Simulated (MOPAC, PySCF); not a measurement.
CH7BSi, SMILES `C(B)[SiH3]`, neutral singlet in the gas phase. 

Cartesian coordinates (Å):
```xyz
10

B     -1.4835    -0.1625     0.3405
C     -0.3489     0.7298    -0.1732
Si     1.2284    -0.3209    -0.1313
H     -1.7265    -0.2268     1.5120
H     -2.0962    -0.8638    -0.4133
H     -0.4409     1.0359    -1.2197
H     -0.1163     1.5915     0.4598
H      1.5336    -0.7642     1.2534
H      2.3608     0.5013    -0.6312
H      1.0896    -1.5204    -0.9969
```
Charge 0, multiplicity 1.

All levels are single points at this geometry (PBE0-D3(BJ)/def2-TZVP); Pople sets use spherical d functions. Orbital energies aren't observables, and empty levels follow the basis.

```
level                           HOMO (eV)  LUMO (eV)  gap (eV)  dipole (D)  vertical IE, Delta-SCF (eV)
------------------------------  ---------  ---------  --------  ----------  ---------------------------
PBE-D3(BJ)/def2-TZVP in PySCF       -7.67      -2.34      5.33        1.02                            –
PBE0-D3(BJ)/def2-TZVP in PySCF      -9.05      -1.37      7.68        0.95                            –
B3LYP/6-311+G** in PySCF            -8.84      -1.61      7.23        0.90                            –
B3LYP/6-31G* in PySCF               -8.63      -1.15      7.48        0.95                        11.07
BP86/6-31G* in PySCF                -7.61      -2.05      5.56        1.04                            –
M06-2X/6-31G* in PySCF             -10.03      -0.03     10.00        0.88                            –
PBE/6-31G* in PySCF                 -7.48      -1.97      5.50        1.04                            –
HF/3-21G in PySCF                  -12.04       2.64     14.67        0.73                            –
HF/6-31G* in PySCF                 -11.98       2.77     14.75        0.77                        10.37
AM1 in MOPAC                       -11.00       0.91     11.91        0.74                            –
PM3 in MOPAC                       -11.19      -0.17     11.02        1.40                            –
PM6 in MOPAC                       -10.67       0.20     10.87        0.90                            –
PM7 in MOPAC                       -11.16      -0.35     10.81        0.58                            –
```
